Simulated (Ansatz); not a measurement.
Consider the atomization: `OC(S)[SiH2]F` → C• + F• + 5 H• + O• + S• + Si•.

Calculated with Ansatz (gas phase, PBE0-D4/def2-TZVP geometries, no zero-point term in ΔE). CBS: MP2 limit from def2 TZ/QZ plus the TZ coupled-cluster correction, frozen cores. This one scheme is used for every species, atoms too. Functionals use def2-TZVPP. B3LYP here is the variant with VWN-RPA as its local correlation; programs differ in this. Open shells (•) are unrestricted, without spin–orbit coupling. Spin–orbit coupling would lower the free atoms: a little for C, F, O, S, Si. One conformer a species, not always the lowest.

```csv
level,ΔE (kcal/mol),difference from CCSD(T)/CBS
r2SCAN-D4,840.1,-1.4
B3LYP-D4,834.4,-7.1
ωB97X-V,842.7,1.2
ωB97M-V,842.4,0.9
PBE,846.8,5.3
PBE0,829.2,-12.3
HF/def2-TZVPP,592.6,-248.9
MP2/def2-QZVPP,848.4,6.9
SCS-MP2/def2-QZVPP,843.9,2.4
MP2/CBS(def2),859.0,17.5
CCSD(T)/CBS,841.5,0
```

Largest T1 diagnostic among the species: 0.012.

From PBE to PBE0 (25 % exact exchange), in def2-TZVPP and without D4, ΔE moves by −17.6 kcal/mol: exact exchange takes away binding that semilocal exchange gives to molecules. The D4 term adds +8.8 kcal/mol with B3LYP and +4.6 kcal/mol with PBE0; it sums over pairs of atoms, weighted by their polarisabilities, and B3LYP, whose exchange is more repulsive, gets the larger term.

For atomizations the MP2-based limit and the directly extrapolated one differ by several kJ/mol either way, and by 10 to 25 for some Ge, Se and Sn compounds, so smaller differences from it don't rank the levels.
